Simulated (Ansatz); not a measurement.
Computed with Ansatz on PBE0-D4/def2-TZVP structures; ΔE is electronic, products minus reactants. CCSD(T)/CBS adds triple-zeta CCSD(T) − MP2 to the extrapolated MP2 energy (def2 sets, frozen cores). This one scheme is used for every species. Functionals use def2-TZVPP. For Br, Zn outer-core shells are correlated without core-valence functions, which leaves a few kJ/mol of doubt a bond. Scalar relativity is left out up to krypton. Each species was taken in one conformer, which may not be the lowest.

`C[S][Zn][Br]` + H–F → `[F][Zn][Br]` + CH₃SH  (ligand exchange at a Zn–S bond)

CCSD(T)/CBS gives +4.9 kcal/mol.

Q: Another level gave +4.3 kcal/mol. Which?
A. MP2/def2-TZVPP
B. BHLYP-D4/def2-TZVPP
C. LC-ωPBE/def2-TZVPP
D. CAM-B3LYP/def2-TZVPP

A: B. BHLYP-D4 4.3, LC-ωPBE 2.6, MP2/def2-TZVPP 6.0, CAM-B3LYP 1.6 kcal/mol.

Largest T1 diagnostic among the species: 0.014.

The D4 term adds +1.6 kcal/mol with B3LYP and +0.9 kcal/mol with PBE0; it sums over pairs of atoms, weighted by their polarisabilities, and B3LYP, whose exchange is more repulsive, gets the larger term. In def2-TZVPP, CCSD(T) changes the Hartree–Fock value by +3.3 kcal/mol (the triples alone add +0.8 kcal/mol) and MP2 by +4.9 kcal/mol.

B3LYP here is the variant with VWN-RPA as its local correlation; programs differ in this.
